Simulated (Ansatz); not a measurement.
`CCO[C](C)(C)[GaH2]`, 20 atoms. Charge 0, multiplicity 1. Correlated methods include outer-core shells of Ga, which these sets cover unevenly. Scalar relativity is left out up to krypton. Hardware: A = 2 threads of an AMD EPYC 7R13 on a shared host and a share of an NVIDIA H100 80 GB; B = 2 threads of an AMD EPYC 7R13 on a shared host. Correlated methods freeze the cores.

(1) Give the basis size and wall time and peak host memory of each of these runs in Ansatz. RKS HSE06 (plane-wave form)-D4/def2-TZVPP energy [A]; RKS PBE-D4/def2-TZVPP energy and forces [A]; RKS PBE0-D4/def2-SVP energy [B]; RKS ωB97M-V/def2-TZVPP energy and forces [A]; RKS ωB97M-V/def2-SVP energy [B]; RHF-CCSD(T)/def2-SVP energy [A]; RKS PBE0-D4/def2-QZVPP energy [A]; RKS PBE0-D4/def2-TZVP relaxation (21 steps) [A]; direct RPA on PBE orbitals/def2-TZVPP energy [A]; RKS ωB97M-V/def2-QZVPP energy [A]; RHF-MP2/def2-QZVPP energy [A]; RHF-CCSD(T)/def2-TZVPP energy [A]. (Estimate.)

## Answers

(1) Ansatz gave: Other jobs shared the machine, so times are rough.

| level | job | functions | wall time | peak host memory (GiB) |
| --- | --- | --- | --- | --- |
| RKS PBE-D4/def2-TZVPP | energy and forces [A] | 416 | 4.6 s | 0.93 |
| RKS PBE0-D4/def2-SVP | energy [B] | 181 | 6.5 s | 0.99 |
| RKS HSE06 (plane-wave form)-D4/def2-TZVPP | energy [A] | 416 | 7 s | 0.99 |
| RHF-CCSD(T)/def2-SVP | energy [A] | 181 | 8 s | 0.99 |
| RKS PBE0-D4/def2-QZVPP | energy [A] | 821 | 8.6 s | 1.4 |
| direct RPA on PBE orbitals/def2-TZVPP | energy [A] | 416 | 9 s | 2 |
| RKS ωB97M-V/def2-TZVPP | energy and forces [A] | 416 | 9 s | 1.1 |
| RHF-MP2/def2-QZVPP | energy [A] | 821 | 17 s | 1.5 |
| RKS ωB97M-V/def2-SVP | energy [B] | 181 | 19 s | 0.99 |
| RKS ωB97M-V/def2-QZVPP | energy [A] | 821 | 31 s | 5.1 |
| RHF-CCSD(T)/def2-TZVPP | energy [A] | 416 | 39 s | 1.9 |
| RKS PBE0-D4/def2-TZVP | relaxation (21 steps) [A] | 312 | 52 s | 0.98 |
